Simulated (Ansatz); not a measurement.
Reaction (homolysis of the O–Si bond): `CO[Si](N)(F)Cl` → `C[O]`• + `N[Si](F)Cl`•

Calculated with Ansatz (gas phase, PBE0-D4/def2-TZVP geometries, no zero-point term in ΔE). CCSD(T)/CBS adds triple-zeta CCSD(T) − MP2 to the extrapolated MP2 energy (def2 sets, frozen cores). Functionals use def2-TZVPP. B3LYP here is the variant with VWN-RPA as its local correlation; programs differ in this. HSE06 is defined as in plane-wave codes. Open shells (•) are unrestricted, without spin–orbit coupling. One conformer a species, not always the lowest.

| level | ΔE (kJ/mol) | difference from CCSD(T)/CBS |
| --- | --- | --- |
| PBE-D4 | 487.0 | -54.0 |
| PBE0-D4 | 499.6 | -41.4 |
| r2SCAN0-D4 | 496.4 | -44.6 |
| B2PLYP | 511.5 | -29.5 |
| BLYP | 460.5 | -80.5 |
| r2SCAN | 489.2 | -51.8 |
| PBE0 | 490.5 | -50.5 |
| B3LYP | 483.2 | -57.8 |
| HSE06 | 490.7 | -50.3 |
| RPA@PBE/def2-TZVPP | 501.6 | -39.4 |
| HF/def2-SVP | 405.3 | -135.7 |
| CCSD(T)/def2-SVP | 506.6 | -34.4 |
| MP2/def2-TZVPP | 563.2 | 22.2 |
| CCSD(T)/def2-TZVPP | 527.7 | -13.3 |
| MP2/def2-QZVPP | 570.9 | 29.9 |
| HF/CBS(def2) | 407.5 | -133.5 |
| CCSD(T)/CBS | 541.0 | 0 |

Largest T1 diagnostic among the species: 0.019.

Leaving LDA and LC-ωPBE aside and taking each functional with its dispersion term where it has one, the values, not all of them listed here, spread over 54.3 kJ/mol, from revPBE-D4 to ωB97M-V. LDA lies +80.2 kJ/mol from PBE without D4, its usual overbinding. From r2SCAN to r2SCAN0 (25 % exact exchange), in def2-TZVPP and without D4, ΔE moves by +3.7 kJ/mol. In def2-TZVPP, CCSD(T) changes the Hartree–Fock value by +120.4 kJ/mol (the triples alone add +7.2 kJ/mol) and MP2 by +155.9 kJ/mol; breaking electron pairs costs correlation energy, which Hartree–Fock lacks.
